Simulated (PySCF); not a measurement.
PBE0 on B (boron, neutral), [He] 2s1 2p1 3d1, one real determinant (an excited configuration). Calculation: PySCF 2.14, in dyall-av3z (15s9p3d2f, 71 functions); the non-relativistic Hamiltonian (point nucleus).

```
cycle= 1 E= -24.1971223746116  delta_E= -0.00203  |g|= 0.00646  |ddm|= 0.0646
cycle= 2 E= -24.1971357367846  delta_E= -1.34e-05  |g|= 0.000556  |ddm|= 0.00595
cycle= 3 E= -24.1971359683738  delta_E= -2.32e-07  |g|= 6.83e-05  |ddm|= 0.000944
cycle= 4 E= -24.1971359722  delta_E= -3.83e-09  |g|= 5.19e-06  |ddm|= 0.000163
cycle= 5 E= -24.1971359722386  delta_E= -3.86e-11  |g|= 6.61e-07  |ddm|= 2.01e-05
converged SCF energy = -24.1971359722386  <S^2> = 3.7500033  2S+1 = 4.0000016
```

Highest occupied orbital energy: 0.155 eV; ⟨L²⟩ = 8.00; populations by l: s 3.00, p 1.00, d 1.00, f 0.00.

(1) Can this result be used?

## Answers

(1) Not for this state. Self-consistency was reached. ⟨L²⟩ = 8.00 against 12 for a pure F term, so this real determinant mixes terms. The outer electron is Rydberg-like, and this basis confines it to a smaller radius and binds it less than a complete one would. At PBE0 the highest occupied level has a positive energy, so only the finite basis holds that electron; for this excited configuration the basis is too tight for the outer shell.
